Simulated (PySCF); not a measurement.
Species: C$_{2}$H$_{6}$B, charge -1, multiplicity 1. It need not be the lowest isomer of its formula. Whether it binds its extra electron was not tested at this geometry. 
Structure (B3LYP-D3(BJ)/def2-TZVP (Ansatz) minimum search):
```
B
C 1 1.4502
H 2 1.0915 1 124.05
H 2 1.0944 3 112.72 1 180.00
H 1 1.2262 2 121.12 3 0.00
C 1 1.6175 5 114.86 2 -180.00
H 6 1.0982 1 112.25 5 -180.00
H 6 1.1006 7 107.05 1 123.66
H 6 1.1006 7 107.05 8 112.69
```
Charge -1, spin multiplicity 1.

Dispersion corrections to the total energy (kcal/mol) from the dftd3 and dftd4 libraries through PySCF: D3(BJ) without and D4 with the three-body term, each with the damping fitted for the functional named.

```tsv
functional	D3(BJ)	D4
PW6B95	-1.29	-2.92
LC-wPBE	-2.55	[?]
BHLYP	-3.70	-3.62
TPSSh	-3.22	-4.08
BP86	-4.28	[?]
B2PLYP	-2.18	-2.31
B2GP-PLYP	[?]	-1.36
```

Problem. Complete the blanks.

Solution. 
- LC-wPBE, D4: -3.66
- BP86, D4: -4.27
- B2GP-PLYP, D3(BJ): -1.59
